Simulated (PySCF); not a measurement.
Give a PBE0-D3(BJ)/def2-SVP geometry of `c1ccc(-c2cccs2)cc1`.

```xyz
19
C10H8S angstrom
C     -3.244    0.545   -0.204
C     -2.517    1.222    0.772
C     -1.128    1.151    0.789
C     -0.428    0.401   -0.170
C      1.035    0.320   -0.158
C      1.868   -0.402   -0.988
C      3.245   -0.240   -0.685
C      3.453    0.604    0.374
S      1.975    1.204    1.003
C     -1.175   -0.276   -1.148
C     -2.564   -0.205   -1.164
H     -4.335    0.600   -0.219
H     -3.035    1.814    1.531
H     -0.575    1.687    1.565
H      1.501   -1.037   -1.795
H      4.051   -0.732   -1.230
H      4.399    0.908    0.819
H     -0.663   -0.865   -1.911
H     -3.121   -0.741   -1.936
```

Orientation and origin are arbitrary. Atoms count from 1 in this order. The C–C distances run from 1.370 Å (C7–C8, aromatic) to 1.465 Å (C4–C5, drawn single), a spread of 0.095 Å. Of the pairs four or more bonds apart, S9···H14 is among the closest relative to their van der Waals radii: 2.66 Å, 89 % of the sum of Bondi's values. The 6-membered ring C1–C2–C3–C4–C10–C11 has internal angles of 117.9° to 121.1°; it is planar, 0.00 Å rms from its mean plane, widest ring torsion 0°. The 5-membered ring C5–C6–C7–C8–S9 has internal angles of 92.5° to 113.5°; it is planar, 0.00 Å rms from its mean plane, widest ring torsion 0°.

Bonds between heavy atoms (Å): C1–C2 1.394, C2–C3 1.391, C3–C4 1.404, C4–C5 1.465, C5–C6 1.379, C6–C7 1.419, C7–C8 1.370, C8–S9 1.714, C4–C10 1.405, C10–C11 1.390, C1–C11 1.395, C5–S9 1.736.

Computed with PBE0-D3(BJ)/def2-SVP geometry optimisation, gas phase in PySCF 2.14.0.

Point group: near Cs, missed by 0.14 Å at most; the miss may be what the optimiser left on a soft mode. Not checked by PBE0-D3(BJ)/def2-SVP frequencies. The numbers are those of one conformer (C3–C4–C5–C6 177°).

Hardware: one thread of an Intel Xeon Platinum 8488C, no GPU (shared host). Cost: 2.5 min wall, 0.91 GiB resident at most. That covers the optimisation of the geometry.
